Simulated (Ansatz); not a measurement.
A made-up structure of C2H4Se, closed shell:

```
atom    x (Å)    y (Å)    z (Å)
  C1  -0.6087  -0.0375  -0.4222
  C2   0.6298   0.2280   0.3187
 Se3  -0.1656  -1.4956   0.8128
  H4  -0.2396  -2.7057   1.7130
  H5  -1.5007   0.5121  -0.1485
  H6   0.6074   0.9641   1.1127
  H7   1.5730   0.1405  -0.2061
```

It is relaxed with PBE-D4/def2-SVP and then PBE0-D4/def2-TZVP (Ansatz 0.2.0). Atoms count as bonded within 1.22 times the sum of their covalent radii (H–H: 0.88 Å). The end point is not checked to be a true minimum.

(1) Does its bonding change? (A judgement: the text doesn't fix the answer.)

Answers

(1) By the calculation: Yes. Formed: none; broken: C2–Se3.

Where it ends: The first stage lowers the energy by 5.53 eV in 20 steps. It ends as C₂H₄Se ([CH2][CH][SeH]):
C1  (-0.537, -0.178, 0.235)
C2  (0.594, 0.434, 0.553)
Se3  (-0.918, -2.027, 0.323)
H4  (0.406, -2.416, 0.828)
H5  (-1.394, 0.382, -0.127)
H6  (0.677, 1.510, 0.454)
H7  (1.465, -0.099, 0.916)
(Å)

Labels in which every atom is bracketed show which atoms are joined, not bond orders.

For scale, one of the runs: PBE0-D4/def2-TZVP relaxation, 134 basis functions, launched by `ansatz run in.yaml --threads 2 --pin off --events-out ev --progress --plain --max-ram 4352MiB`. Hardware: 2 CPU threads of an Arm Neoverse V1, shared host. Wall time about 15 s.
